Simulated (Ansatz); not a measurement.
One change: `[NH2][Nb]([F])([F])=[S]` becomes `[NH2][Nb]([F])(=[S])[Cl]`.

Ansatz, PBE0-D4/def2-TZVP geometries, multiplicity 1. Each molecule was computed in one conformer, which needn't be the lowest.

Elements past krypton have def2 core potentials.

```json
{"property": "HOMO–LUMO gap (PBE0/def2-TZVPP) / eV", "`[NH2][Nb]([F])([F])=[S]`": "5.60"}
{"property": "size of the dipole moment (PBE/def2-TZVPP) / D", "`[NH2][Nb]([F])([F])=[S]`": "3.39"}
{"property": "HOMO energy (ωB97M-V/def2-TZVPP) / eV", "`[NH2][Nb]([F])([F])=[S]`": "-10.12"}
{"property": "HOMO energy (B3LYP/def2-TZVPP) / eV", "`[NH2][Nb]([F])([F])=[S]`": "-7.76"}
{"property": "HOMO–LUMO gap (B3LYP/def2-TZVPP) / eV", "`[NH2][Nb]([F])([F])=[S]`": "5.16"}
{"property": "HOMO–LUMO gap (ωB97M-V/def2-TZVPP) / eV", "`[NH2][Nb]([F])([F])=[S]`": "9.82"}
```

Problem. Give the same properties after the change, and the shifts. (Best estimate.)

Solution. Ansatz gave: 
```json
{"property": "HOMO–LUMO gap (PBE0/def2-TZVPP) / eV", "`[NH2][Nb]([F])(=[S])[Cl]`": "5.44", "shift": "-0.16"}
{"property": "size of the dipole moment (PBE/def2-TZVPP) / D", "`[NH2][Nb]([F])(=[S])[Cl]`": "3.35", "shift": "-0.04"}
{"property": "HOMO energy (ωB97M-V/def2-TZVPP) / eV", "`[NH2][Nb]([F])(=[S])[Cl]`": "-10.14", "shift": "-0.02"}
{"property": "HOMO energy (B3LYP/def2-TZVPP) / eV", "`[NH2][Nb]([F])(=[S])[Cl]`": "-7.79", "shift": "-0.03"}
{"property": "HOMO–LUMO gap (B3LYP/def2-TZVPP) / eV", "`[NH2][Nb]([F])(=[S])[Cl]`": "5.01", "shift": "-0.15"}
{"property": "HOMO–LUMO gap (ωB97M-V/def2-TZVPP) / eV", "`[NH2][Nb]([F])(=[S])[Cl]`": "9.62", "shift": "-0.20"}
```

Dipoles are sizes alone; their direction can turn.

B3LYP here is the variant with VWN-RPA as its local correlation; programs differ in this.
